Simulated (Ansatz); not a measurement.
Consider the substitution at a C–Cl bond: `CCCl` + `B[SiH2]O` → `B[SiH2]OCC` + HCl.

Calculated with Ansatz (gas phase, PBE0-D4/def2-TZVP geometries, no zero-point term in ΔE). CCSD(T)/CBS is the MP2 limit (def2-TZVPP, def2-QZVPP) plus CCSD(T) − MP2 in def2-TZVPP, frozen cores. This one scheme is used for every species. Functionals use def2-TZVPP. B3LYP here is the variant with VWN-RPA as its local correlation; programs differ in this. HSE06 is defined as in plane-wave codes. One conformer a species, not always the lowest.

```csv
level,ΔE (kJ/mol),difference from CCSD(T)/CBS
PBE-D4,24.4,0.0
B97M-V,19.9,-4.5
B3LYP-D4,20.4,-4.0
HSE06-D4,24.0,-0.4
CAM-B3LYP-D4,17.8,-6.6
PBE-QIDH,25.3,0.9
PBE,27.6,3.2
r2SCAN,24.8,0.4
PBE0,26.8,2.4
B3LYP,25.0,0.6
r2SCAN0,25.1,0.7
CAM-B3LYP,21.0,-3.4
MP2/def2-TZVPP,25.1,0.7
CCSD/def2-TZVPP,19.3,-5.1
HF/def2-QZVPP,21.0,-3.4
HF/CBS(def2),21.0,-3.4
CCSD(T)/CBS,24.4,0
```

Largest T1 diagnostic among the species: 0.012.

From BLYP to BHLYP (50 % exact exchange), in def2-TZVPP and without D4, ΔE moves by −3.6 kJ/mol. The D4 term adds −4.6 kJ/mol with B3LYP and −3.0 kJ/mol with PBE0; it sums over pairs of atoms, weighted by their polarisabilities, and B3LYP, whose exchange is more repulsive, gets the larger term. Leaving LDA and LC-ωPBE aside and taking each functional with its dispersion term where it has one, the values spread over 7.5 kJ/mol, from CAM-B3LYP-D4 to PBE-QIDH. LDA lies −8.4 kJ/mol from PBE without D4.
